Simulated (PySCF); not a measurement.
(F)3Sn-NH-SiH3.
Bonds: Sn1–F2, Sn1–F3, Sn1–F4, Sn1–N5, N5–Si6. Hydrogens: H7 on N5; H8, H9, H10 on Si6.

Computed, not measured: PySCF 2.14.0, PBE0-D3(BJ)/def2-SVP geometry optimisation, gas phase, def2 core potentials past Kr.

(1) List the bond lengths, angles and torsions at this level.

Answers

(1) 
```
                   bond  length (bohr)
 Sn1–F2, Sn1–F3, Sn1–F4          3.617
                 Sn1–N5          3.742
                 N5–Si6          3.312
                  N5–H7          1.922
Si6–H8, Si6–H9, Si6–H10          2.820
```

Bonds in one row agree within 0.02 bohr and their mean is given. A selection of angles:
```
     angle  degrees
 F2–Sn1–F3    104.4
 F2–Sn1–F4    105.5
 F2–Sn1–N5    115.2
 F3–Sn1–F4    109.2
 F3–Sn1–N5    112.0
 F4–Sn1–N5    110.2
Sn1–N5–Si6    126.2
 Sn1–N5–H7    113.6
 Si6–N5–H7    120.2
 N5–Si6–H8    111.1
 N5–Si6–H9    105.4
 H8–Si6–H9    110.3
```

Torsions: F2–Sn1–N5–Si6 -78° (synclinal).

N5 (nitrogen bonded to Si, Sn and H) is planar (angles 126.2°, 120.2° and 113.6°, sum 360.0°, 0.01 Å off the plane of its three neighbours). Si6 (silicon bonded to N and 3 H) is distorted tetrahedral (angles from 105.4° to 111.4°). Sn1 (tin bonded to 3 F and N) is distorted tetrahedral (angles from 104.4° to 115.2°). All 3 F–Sn bonds measure 1.913 to 1.915 Å.

Point group: C1 (no symmetry element, even within 0.4 Å). Not checked by PBE0-D3(BJ)/def2-SVP frequencies.

On Intel Xeon Platinum 8488C, one thread, no GPU (shared host), this took 2.1 min and 0.49 GiB of memory at its peak. These figures are those of the optimisation.
